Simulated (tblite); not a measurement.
Task: Give a GFN2-xTB geometry of `S(C)[SiH2]SCSC`.

Result: 
Z-matrix in Å and degrees, rows numbered from 1:
```
C 
S   1  1.8127
C   2  1.8072  1   98.93
S   3  1.8196  2  114.62  1   -65.44
Si  4  2.1520  3   97.91  2   -48.21
S   5  2.1344  4  108.71  3  -167.20
C   6  1.8226  5  101.93  4    46.33
H   1  1.0845  2  106.94  3   173.64
H   1  1.0870  2  108.98  3    54.32
H   1  1.0865  2  109.38  3   -66.87
H   3  1.0878  2  109.62  1    54.36
H   3  1.0874  2  106.51  1   173.77
H   5  1.4572  4  106.22  3   -47.61
H   5  1.4485  4  111.21  3    78.71
H   7  1.0846  6  106.54  5  -176.02
H   7  1.0854  6  109.65  5    64.94
H   7  1.0854  6  109.44  5   -56.86
```

S4 (sulfur bonded to C and Si) is bent (angle 97.9°). Of the pairs four or more bonds apart, S4···H9 is among the closest relative to their van der Waals radii: 2.86 Å, 95 % of the sum of Bondi's values. Si5 (SiH2 silicon) is distorted tetrahedral (angles from 104.1° to 115.4°).

Structure optimised with GFN2-xTB, isolated species.

Point group: C1 (no symmetry element, even within 0.4 Å). Its GFN2-xTB frequencies are all real (lowest 25 cm⁻¹). The numbers are those of one conformer (C1–S2–C3–S4 -65°, S2–C3–S4–Si5 -48°, C3–S4–Si5–S6 -167°, S4–Si5–S6–C7 46°). 3 starts were optimised and ended at 0.00, 0.90 and 3.25 kcal/mol (GFN2-xTB); the lowest of these is shown.

These are computed values.
